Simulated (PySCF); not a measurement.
## Excitation energy of B by level of theory

B [He] 2s2 2p1 (2P) → B [He] 2s1 2p2 (4P), as a difference of total energies. Calculation: PySCF 2.14, in x2c-TZVPPall (5s3p2d1f, 31 functions); the spin-free X2C one-electron Hamiltonian (Gaussian nucleus). Correlated levels: valence: 1s2 frozen. The calculations carry no spin-orbit coupling.

| method | excitation energy (cm⁻¹) |
| --- | --- |
| UHF | 17695 |
| MP2 (valence) | 24827 |
| SCS-MP2 (valence) | 27753 |
| CCSD (valence) | 28331 |
| CCSD(T) (valence) | 28600 |
| CCSDT (valence) | 28686 |
| FCI (valence) | 28686 |
